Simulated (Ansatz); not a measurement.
CH7BSiZn (`C[SiH2][BH][ZnH]`) at its PBE0-D4/def2-TZVP geometry, where that method's forces vanish. The species carries charge 0 and has multiplicity 1.

```xyz
11

C    -1.5440    0.6412    0.2381
Si   -0.3716   -0.7521    0.6995
B     1.5203   -0.5513    0.0792
Zn    2.1363    0.6278   -1.5133
H    -1.2533    1.5729    0.7300
H    -2.5691    0.4113    0.5368
H    -1.5355    0.8138   -0.8410
H    -0.7909   -2.0039   -0.0179
H    -0.4974   -1.0347    2.1608
H     2.3255   -1.2477    0.6369
H     2.5796    1.5227   -2.7092
```

(1) What forces (eV/Å) does r2SCAN-D4/def2-TZVPP give on these atoms in the Gaussian-basis code of Ansatz? (Best estimate.)

Results:

(1) The calculation gave: 
```
C1  -0.020 -0.007  0.001
Si2  0.032  0.023  0.006
B3   0.044  0.051 -0.103
Zn4  0.011  0.024 -0.031
H5  -0.015 -0.015 -0.017
H6   0.013  0.022 -0.011
H7  -0.004  0.007  0.023
H8   0.014  0.007  0.009
H9  -0.005 -0.010 -0.019
H10 -0.006  0.019 -0.021
H11 -0.063 -0.121  0.163
```
